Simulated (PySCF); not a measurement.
# One molecule, several mistakes: CClGeH4N

Calculated results; nothing here was measured. They come from PySCF 2.14.0, an open-source quantum chemistry program, on an isolated molecule that a program drew, which may never have been made. The molecule is CClGeH4N (charge 0, singlet), drawn as the SMILES string `[CH3][Ge](=[NH])[Cl]`.

Each row is a Hartree-Fock (HF) and frozen-core CCSD(T) single point in the cc-pV(D+d)Z basis, meant for a local HF minimum. Run 1 is clean. Each other run has one planted mistake out of seven kinds, and not every kind appears here: one electron removed, one electron added, multiplicity raised by two, geometry at a saddle point, minimal basis STO-3G, one bond length entered in bohr, all coordinates scaled. The reference is restricted for singlets and unrestricted otherwise, and also for a bond in bohr. Adding or removing an electron swaps singlet and doublet. Electrons count all cores. HOMO and LUMO are orbital energies over both spins, the gradient is its largest component, and the lowest frequency (negative if imaginary) is given only where the gradient is small. Bond lengths are over the 7 bonds as drawn. T1 is the CCSD diagnostic: over 0.02 (restricted) or 0.045 (unrestricted) a single reference is doubtful. Germanium has the cc-pVDZ-PP basis, with a core potential (ECP10MDF) in place of its 10 inner electrons, and its 3s, 3p and 3d shells are frozen in CCSD(T).

Geometry of the clean run:
```xyz
8
CClGeH4N, angstrom
C    -0.3168    1.0234   -2.5544
Ge   -0.5809    1.0571   -0.6352
N     0.1920    0.4463    0.7200
Cl   -2.3555    2.2073   -0.2658
H    -0.2004    2.0463   -2.9138
H     0.5699    0.4394   -2.7986
H    -1.1958    0.5831   -3.0259
H     1.0167   -0.0825    0.4646
```

| run | electrons | basis functions | <S^2> | HOMO (eV) | LUMO (eV) | gradient (hartree/bohr) | lowest frequency (cm^-1) | mean bond (Å) | longest bond (Å) | T1 | HF (hartree) | CCSD(T) (hartree) | mistake |
|---|---|---|---|---|---|---|---|---|---|---|---|---|---|
| 1 | 66 | 94 | 0.000 | -9.93 | 2.35 | 3.7e-05 | 105 | 1.4346 | 2.147 | 0.0165 | -847.52318 | -848.12803 | no fault |
| 2 | 67 | 94 | 0.772 | 0.82 | 8.01 | 6.2e-02 | - | 1.4346 | 2.147 | 0.0136 | -847.46511 | -848.07111 | one electron added |
| 3 | 66 | 94 | 0.755 | -9.38 | 1.51 | 2.1e-02 | - | 1.5731 | 2.147 | 0.0576 | -847.39183 | -847.99476 | one bond length entered in bohr |
| 4 | 66 | 94 | 2.033 | -6.09 | 0.44 | 1.2e-01 | - | 1.4346 | 2.147 | 0.0135 | -847.43577 | -847.99053 | ? |

**Which mistake was planted in run 4, and what did it cost?**

Electrons, basis and geometry are unchanged, and <S^2> is 2.033, beside S(S+1) = 2.00 for a multiplicity of 3. So the mistake is: multiplicity raised by two. Subtracting run 1 and multiplying by 627.51 kcal/mol a hartree, the energy moved by 54.9 kcal/mol in HF and 86.3 kcal/mol in CCSD(T).

Cautions from the logs. Run 2: the HOMO is above zero, so the electron isn't bound and the energy depends on the basis; run 3: T1 is over the limit, so its CCSD(T) energy is less reliable.
